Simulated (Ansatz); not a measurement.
Consider the formal exchange of groups at a Ga–F bond: `[CH3][Ga]([F])[F]` + CH₄ → `[CH3][Ga]([CH3])[F]` + H–F.

Computed with Ansatz on PBE0-D4/def2-TZVP structures; ΔE is electronic, products minus reactants. CCSD(T)/CBS adds triple-zeta CCSD(T) − MP2 to the extrapolated MP2 energy (def2 sets, frozen cores). This one scheme is used for every species. DFT in def2-TZVPP. B3LYP here is the variant with VWN-RPA as its local correlation; programs differ in this. HSE06 is defined as in plane-wave codes. For Ga outer-core shells are correlated without core-valence functions, which leaves a few kJ/mol of doubt a bond. Scalar relativity is left out up to krypton.

`[CH3][Ga]([F])[F]`:

```xyz
7

C     0.637    0.451   -0.551
Ga   -0.650   -0.456    0.573
F    -0.367   -1.980    1.378
F    -2.260    0.130    0.918
H     0.434    1.522   -0.564
H     1.647    0.266   -0.185
H     0.559    0.066   -1.569
```

CH₄:

Cartesian coordinates in Å:
```
C 0.000 0.000 0.000
H -1.014 -0.225 0.331
H 0.156 1.078 0.017
H 0.142 -0.372 -1.014
H 0.715 -0.481 0.667
```

`[CH3][Ga]([CH3])[F]`:

```xyz
10

C     1.772    0.084   -0.377
Ga   -0.179    0.076   -0.491
C    -1.611   -0.142    0.821
F    -0.780    0.310   -2.143
H     2.116    0.800    0.372
H     2.139   -0.902   -0.081
H     2.204    0.342   -1.344
H    -2.581    0.010    0.349
H    -1.583   -1.147    1.251
H    -1.497    0.568    1.643
```

H–F:

Z-matrix (Å, degrees):
```
F
H 1 0.920
```

```
             level  ΔE (kJ/mol)  difference from CCSD(T)/CBS
       LDA (SPW92)         93.4                         -2.6
            PBE-D4        100.2                          4.2
         revPBE-D4         99.7                          3.7
           BLYP-D4        110.0                         14.0
            B97M-V        117.1                         21.1
           PBE0-D4         98.8                          2.8
          B3LYP-D4        108.5                         12.5
        r2SCANh-D4        108.7                         12.7
        r2SCAN0-D4        106.4                         10.4
          HSE06-D4         98.8                          2.8
          BHLYP-D4        111.0                         15.0
      CAM-B3LYP-D4        111.2                         15.2
           ωB97X-V        109.2                         13.2
            B2PLYP        111.9                         15.9
          PBE-QIDH        102.5                          6.5
            revPBE        106.0                         10.0
              BLYP        116.4                         20.4
            r2SCAN        111.4                         15.4
              PBE0        101.6                          5.6
             B3LYP        113.6                         17.6
           r2SCANh        109.7                         13.7
           r2SCAN0        107.5                         11.5
             HSE06        101.5                          5.5
             BHLYP        115.7                         19.7
         CAM-B3LYP        114.2                         18.2
           LC-ωPBE        106.2                         10.2
RPA@PBE/def2-TZVPP        101.5                          5.5
       HF/def2-SVP        132.8                         36.8
      MP2/def2-SVP        126.8                         30.8
     CCSD/def2-SVP        126.9                         30.9
  CCSD(T)/def2-SVP        126.2                         30.2
     HF/def2-TZVPP        126.1                         30.1
    MP2/def2-TZVPP        101.7                          5.7
   CCSD/def2-TZVPP        104.2                          8.2
     HF/def2-QZVPP        128.2                         32.2
    MP2/def2-QZVPP         98.7                          2.7
SCS-MP2/def2-QZVPP        106.0                         10.0
      HF/CBS(def2)        128.4                         32.4
     MP2/CBS(def2)         95.1                         -0.9
    CCSD/CBS(def2)         97.6                          1.6
       CCSD(T)/CBS         96.0                            0
```

Largest T1 diagnostic among the species: 0.014.

In def2-TZVPP, CCSD(T) changes the Hartree–Fock value by −23.5 kJ/mol (the triples alone add −1.7 kJ/mol) and MP2 by −24.3 kJ/mol. From r2SCAN to r2SCAN0 (25 % exact exchange), in def2-TZVPP and without D4, ΔE moves by −3.9 kJ/mol.
